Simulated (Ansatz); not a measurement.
This geometry of AlFH3NO + H2 (9 atoms, charge 0, multiplicity 1) is a first-order saddle point.

The calculation used RKS LDA/def2-SVP (Ansatz 0.2.0).

```xyz
9
Properties=species:S:1:pos:R:3
Al -0.103 -0.180 0.153
F -0.292 -0.506 1.781
O 1.515 -0.252 -0.354
H 1.741 -0.295 -1.297
N -1.498 -0.073 -0.932
H -2.114 -0.866 -1.130
H -1.993 0.801 -1.128
H 0.039 1.902 0.524
H -0.226 1.576 1.199
```

Which two structures does it join? (They come from a converged band through this point; their orientation in space is the band's.)

No bond is made or broken.

Image 0:

```xyz
9
Properties=species:S:1:pos:R:3
Al -0.088 -0.220 0.023
F -0.059 -0.894 1.543
O 1.339 -0.056 -0.874
H 2.207 -0.370 -0.579
N -1.627 0.090 -0.781
H -2.545 -0.109 -0.377
H -1.701 0.293 -1.782
H -0.546 1.705 0.580
H 0.090 1.669 1.064
```

Image 8:

```xyz
9
Properties=species:S:1:pos:R:3
Al -0.160 -0.105 0.098
F -0.378 -0.611 1.675
O 1.410 0.145 -0.492
H 1.829 -0.319 -1.232
N -1.600 -0.110 -0.911
H -1.641 0.149 -1.899
H -2.521 -0.408 -0.576
H 0.197 1.877 0.757
H -0.066 1.490 1.398
```

How far does it lie above each of them?

0.249 eV above the first and 0.198 eV above the second. This is the barrier of this one path; another mechanism may lie lower.

Time of the run: 2.2 min on 2 threads of Arm Neoverse V1, on a shared host, peak memory 0.12 GiB.
